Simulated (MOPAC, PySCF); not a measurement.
H$_{2}$BNO, SMILES `N=BO`, neutral singlet in the gas phase. 

Cartesian coordinates (Å):
```xyz
5

N     -1.1424     0.0915    -0.2253
B      0.0448    -0.0397     0.0972
O      1.3140    -0.1862     0.4837
H     -2.0952     0.1927    -0.4748
H      1.9779    -0.1044    -0.2051
```
Charge 0, spin multiplicity 1.

All levels are single points at this geometry (M06-2X/def2-TZVP); Pople sets use spherical d functions. Orbital energies aren't observables, and empty levels follow the basis.

| level | HOMO (eV) | LUMO (eV) | gap (eV) | dipole (D) | vertical IE, Delta-SCF (eV) |
|---|---|---|---|---|---|
| M06-2X/def2-TZVP in PySCF | -9.16 | 0.67 | 9.83 | 1.73 | 10.54 |
| B3LYP/6-31G* in PySCF | -6.92 | 1.09 | 8.01 | 1.71 | 10.06 |
| BP86/6-31G* in PySCF | -5.84 | 0.48 | 6.32 | 1.69 | – |
| M06-2X/6-31G* in PySCF | -8.67 | 2.43 | 11.11 | 1.75 | – |
| SVWN5/6-31G* in PySCF | -5.88 | 0.36 | 6.24 | 1.72 | 10.26 |
| PM3 in MOPAC | -10.25 | 1.93 | 12.18 | 1.99 | – |
